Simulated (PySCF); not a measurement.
PySCF input for CHO, SMILES [C][OH+] (connectivity only; charge and spin as stated), charge +1, multiplicity 1, PBE-D3(BJ)/def2-TZVPD. The structure is a stationary point at PBE-D3(BJ)/def2-TZVPD.

```python
import numpy as np
from pyscf import gto, scf, dft, df
from pyscf.hessian import thermo

mol = gto.M(
    atom='''
    H     0.00000000    0.00000000   -1.40514831
    O     0.00000000    0.00000000   -0.39927512
    C     0.00000000    0.00000000    0.76655820
    ''',
    basis='def2-TZVPD',
    charge=1,
    spin=0,
    max_memory=1600,
    verbose=3,
)
mf = dft.RKS(mol, xc='pbe').density_fit(auxbasis='def2-universal-jkfit')
mf.disp = 'd3bj'
mf.grids.level = 3
mf.conv_tol = 1e-11
mf.max_cycle = 100
mf.kernel()

# [left out here: the lines that compute and print the analytic Hessian (its translational invariance restored by hand, since the grid's response is missing), thermochemistry and intensities]
```

Log of the run:

```
converged SCF energy = -113.406268335606

WARN: DFTD3 does not support analytical Hessian, using finite difference


WARN: Mole.unit (angstrom) is changed to Bohr

Mode                                 0                   1                   2
Irrep
Freq [cm^-1]                      211.8730            211.8730           1885.8282
Reduced mass [au]                   1.2672              1.2672              8.0305
Force const [Dyne/A]                0.0335              0.0335             16.8266
Char temp [K]                     304.8381            304.8381           2713.2870
Normal mode                   x     y     z       x     y     z       x     y     z
       0   H                -0.02 -0.88 -0.00    0.88 -0.02 -0.00   -0.00  0.00 -0.23
       1   O                 0.00  0.10 -0.00   -0.10  0.00 -0.00    0.00 -0.00 -0.15
       2   C                -0.00 -0.06  0.00    0.06 -0.00  0.00   -0.00  0.00  0.22
Mode                                 3
Irrep
Freq [cm^-1]                     3305.3957
Reduced mass [au]                   1.0990
Force const [Dyne/A]                7.0745
Char temp [K]                    4755.7285
Normal mode                   x     y     z
       0   H                -0.00  0.00  0.95
       1   O                 0.00 -0.00 -0.07
       2   C                -0.00  0.00  0.02
temperature 298.1500 [K]
pressure 101325.00 [Pa]
Rotational constants [GHz] inf 43.82861 43.82861
Symmetry number 1
Zero-point energy (ZPE) 0.01279 [Eh]   33584.979 [J/mol]
                           tot       elec      trans        rot        vib
Entropy [J/mol/K]       217.229      0.000    150.749     49.504     16.975
Cv [J/mol/K]             36.116      0.000     12.472      8.314     15.330
Cp [J/mol/K]             44.431      0.000     20.786      8.314     15.330
Internal energy [J/mol]                      3718.434   2478.956  36435.411
Internal energy [Eh]   -113.39003  -113.40627
Enthalpy [J/mol]                             6197.391   2478.956  36435.411
Enthalpy [Eh]          -113.38909
Gibbs free energy [J/mol]                  -38748.552 -12280.802  31374.225
Gibbs free energy [Eh] -113.41375
mode   freq/cm-1   IR/(km/mol)
   1      211.87       234.491
   2      211.87       234.491
   3     1885.83       136.164
   4     3305.40       846.216
max |gradient| / (hartree/bohr): 1.8332729796154993e-05
APT charges: [ 0.6439 -0.4047  0.7608]
```

Self-consistency was reached.

Cost: about 9 core-seconds (a rough figure).
